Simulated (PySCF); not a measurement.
Gas-phase reaction: InH3 + Cl2 = InHCl2 + H2

Computed with PySCF and rigid-rotor harmonic-oscillator thermochemistry at 1 bar. † marks an energy on the PBE0/def2-TZVP geometry and frequencies; other levels use their own. MP2 freezes the core. All species are closed-shell singlets. In: scalar-relativistic def2 core potential, no spin-orbit coupling. InH3, InHCl2: computed as isolated molecules; such fragments, hydroxides, amides, oligomers or adducts are transient or little studied in the gas. MP2 isn't extrapolated to the basis-set limit; its ΔH°(298 K) is -434.5 kJ in def2-SVP and -421.6 kJ in def2-TZVPP. The harmonic model lacks anharmonicity and excited electronic states, which grow with temperature; levels with a mode under 35 cm⁻¹ are left out. Soft modes under 120 cm⁻¹ make the harmonic entropy rough for InHCl2.

```json
[
 {"level": "BLYP/def2-TZVP†", "ΔE electronic, kJ": "-379", "ΔH°(298 K), kJ": "-375", "ΔS°(298 K), J/K": "-8", "ΔG°(1400 K), kJ": "-373"},
 {"level": "M06-2X/def2-TZVP†", "ΔE electronic, kJ": "-426", "ΔH°(298 K), kJ": "-422", "ΔS°(298 K), J/K": "-8", "ΔG°(1400 K), kJ": "-420"},
 {"level": "MP2/def2-TZVPP†", "ΔE electronic, kJ": "-426", "ΔH°(298 K), kJ": "-422", "ΔS°(298 K), J/K": "-8", "ΔG°(1400 K), kJ": "-420"},
 {"level": "PBE/def2-TZVP†", "ΔE electronic, kJ": "-380", "ΔH°(298 K), kJ": "-376", "ΔS°(298 K), J/K": "-8", "ΔG°(1400 K), kJ": "-374"},
 {"level": "PBE0/def2-QZVP†", "ΔE electronic, kJ": "-391", "ΔH°(298 K), kJ": "-386", "ΔS°(298 K), J/K": "-8", "ΔG°(1400 K), kJ": "-384"},
 {"level": "PBE0/def2-TZVP", "ΔE electronic, kJ": "-393", "ΔH°(298 K), kJ": "-388", "ΔS°(298 K), J/K": "-8", "ΔG°(1400 K), kJ": "-386"},
 {"level": "ωB97M-V/def2-TZVP†", "ΔE electronic, kJ": "-395", "ΔH°(298 K), kJ": "-391", "ΔS°(298 K), J/K": "-8", "ΔG°(1400 K), kJ": "-389"},
 {"level": "ωB97X-V/def2-TZVP†", "ΔE electronic, kJ": "-399", "ΔH°(298 K), kJ": "-395", "ΔS°(298 K), J/K": "-8", "ΔG°(1400 K), kJ": "-393"}
]
```
ΔH° is lowest at M06-2X/def2-TZVP† and highest at BLYP/def2-TZVP†. No reference value is set beside these.
